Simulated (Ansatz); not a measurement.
Calculated with Ansatz (gas phase, PBE0-D4/def2-TZVP geometries, no zero-point term in ΔE). CBS: MP2 limit from def2 TZ/QZ plus the TZ coupled-cluster correction, frozen cores. This one scheme is used for every species. Functionals use def2-TZVPP. B3LYP here is the variant with VWN-RPA as its local correlation; programs differ in this. For Br outer-core shells are correlated without core-valence functions, which leaves a few kJ/mol of doubt a bond. Scalar relativity is left out up to krypton. One conformer a species, not always the lowest.

Reaction (cleavage of the Si–Si bond): `CC[SiH](F)[SiH3]` + HBr → `CC[SiH](F)Br` + SiH₄

| level | ΔE (kJ/mol) |
| --- | --- |
| B3LYP | -112.2 |
| SCS-MP2/def2-QZVPP | -124.2 |

(1) What does CCSD(T)/CBS give? (An estimate is asked.)

Largest T1 diagnostic among the species: 0.011.

Results:

(1) Computed: -116.1 kJ/mol. The listed levels differ from it by 3.9, -8.1 kJ/mol.

From PBE to PBE0 (25 % exact exchange), in def2-TZVPP and without D4, ΔE moves by −6.2 kJ/mol. In def2-TZVPP, CCSD(T) changes the Hartree–Fock value by +16.6 kJ/mol (the triples alone add +1.3 kJ/mol) and MP2 by +5.2 kJ/mol.
